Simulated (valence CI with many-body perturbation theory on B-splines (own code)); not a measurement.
## Hyperfine factors and g values of O+

Computed by valence CI with perturbative core correlation (CI+MBPT): five valence electrons over a frozen Dirac-Fock core [He], radial functions for each j: 9 s, 9 p, 8 d, 6 f, 3 g, 1 h, with the one-electron correlation potential Σ1 (screened to all orders), the two-electron term Σ2, the three-electron term Σ3, Breit, model QED; selected single and double excitations, second order for the rest, scaled by the run's own slope (own B-spline code, finite nucleus).

Against 59 measured levels this calculation errs by 111 cm⁻¹ on average and by 352 at most. These come from a selection out of the NIST Handbook of Basic Atomic Spectroscopic Data. Levels without a partner in it may be off by more. Among the levels kept, up to 1700 cm⁻¹ of a level comes from second order outside the variational space, and about a tenth of that is noise between levels of different J, which matters for small intervals.

A/g_I is the dipole constant over the nuclear g factor μ/I (μ in nuclear magnetons, uniformly magnetised nucleus), B/Q the quadrupole constant per barn. Both hold the static response of the core; the bare values leave it out. Large factors of s and p1/2 electrons are usually good to 5 to 10 %; those of open d and f shells near neutrality can be off by tens of per cent, and small factors of p3/2, d and f electrons come from cancelling terms and can be off by a factor of two or in sign, in half-filled shells by more. B is blank for J = 1/2, where it vanishes, and for nearly pure S terms. Energies count from the lowest level.

Letters in brackets count levels of one name in rising energy.

```csv
Level,E (cm⁻¹),g,A/g_I (MHz),A/g_I bare,B/Q (MHz/b),B/Q bare
2s2 2p3 4S°_3/2,0.0,2.002,23.6,229,,
2s2 2p3 2D°_5/2,26989,1.200,553,592,-32.8,-33.6
2s2 2p3 2D°_3/2,27012,0.800,334,302,-2.59,-2.64
2s2 2p3 2P°_1/2,40701,0.666,1560,1460,,
2s2 2p3 2P°_3/2,40702,1.334,300,374,-3.90,-4.11
2s 2p4 4P_5/2,119885,1.601,1540,1540,477,488
2s 2p4 4P_3/2,120045,1.735,1550,1540,-381,-389
2s 2p4 4P_1/2,120120,2.670,3380,3360,,
2s 2p4 2D_5/2,166216,1.200,1780,1660,-1030,-1050
2s 2p4 2D_3/2,166225,0.799,-670,-553,-719,-735
2s2 2p2 3s 4P_1/2,185100,2.670,237,461,,
2s2 2p2 3s 4P_3/2,185224,1.735,190,298,501,512
2s2 2p2 3s 4P_5/2,185378,1.601,509,591,-628,-642
2s2 2p2 3s 2P_1/2,188784,0.666,356,261,,
2s2 2p2 3s 2P_3/2,188975,1.334,419,537,-582,-594
2s 2p4 2S_1/2,196063,2.002,6280,5730,,
2s2 2p2 3p 2S°_1/2,203821,2.002,-14.0,306,,
2s2 2p2 3p 4D°_1/2,206614,-0.001,418,254,,
2s2 2p2 3p 4D°_3/2,206675,1.201,165,202,29.9,30.6
2s2 2p2 3p 4D°_5/2,206765,1.373,175,240,-148,-151
2s2 2p2 3p 4D°_7/2,206882,1.429,254,327,-571,-584
2s2 2p2 3s 2D_5/2,207027,1.200,707,693,1210,1240
2s2 2p2 3s 2D_3/2,207033,0.799,603,617,848,867
2s2 2p2 3p 4P°_1/2,208216,2.669,-287,1.06,,
2s2 2p2 3p 4P°_3/2,208271,1.734,206,329,-258,-264
2s2 2p2 3p 4P°_5/2,208360,1.601,143,247,227,232
2s2 2p2 3p 2D°_3/2 [a],211448,0.800,422,364,-332,-339
2s2 2p2 3p 2D°_5/2 [a],211635,1.201,321,381,-486,-497
2s2 2p2 3p 4S°_3/2,212024,2.002,68.4,237,,
2s 2p4 2P_3/2,212934,1.334,-370,-189,387,396
2s 2p4 2P_1/2,213084,0.666,839,669,,
2s2 2p2 3p 2P°_1/2 [a],214101,0.666,574,474,,
2s2 2p2 3p 2P°_3/2 [a],214169,1.334,274,375,260,266
2s2 2p2 3p 2F°_5/2,228790,0.857,534,530,1090,1120
2s2 2p2 3p 2F°_7/2,228806,1.143,389,392,1290,1320
2s2 2p2 3p 2D°_5/2 [b],230016,1.200,477,486,453,463
2s2 2p2 3p 2D°_3/2 [b],230042,0.800,521,515,330,337
2s2 2p2 3s 2S_1/2,230813,2.002,1270,1160,,
2s2 2p2 3d 4F_3/2,231262,0.400,217,121,-270,-276
2s2 2p2 3d 4F_5/2,231313,1.030,137,141,-238,-243
```

**Question.** Take the isotope of mass number 17, with I = 5/2, μ = -1.89354 μN and Q = -0.0256 b. What is the hyperfine structure of 2s 2p4 4P_5/2?

**Answer.** From the table A = -1170 MHz, B = -12.2 MHz. Shifts from the centre of gravity in MHz: F = 0: 10200, F = 1: 9060, F = 2: 6730, F = 3: 3220, F = 4: -1460, F = 5: -7320.
